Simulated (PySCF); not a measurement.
## Pd: excitation energy

Pd [Kr] 4d10 (1S) → Pd [Kr] 4d9 5s1 (3D), as a difference of total energies. Calculation: PySCF 2.14, in def2-QZVPPD with the def2 core potential (28 electrons); a scalar-relativistic core potential. Correlated levels: valence and next inner shell: nothing frozen outside the core potential. The calculations carry no spin-orbit coupling.

```
                                method  excitation energy (eV)
                                   UHF                  -0.080
    MP2 (valence and next inner shell)                   1.269
SCS-MP2 (valence and next inner shell)                   1.173
   CCSD (valence and next inner shell)                   0.713
CCSD(T) (valence and next inner shell)                   0.822
```

How much does correlation contribute at CCSD(T) (valence and next inner shell)?

0.822 − (-0.080) = 0.902 eV, measured against UHF.
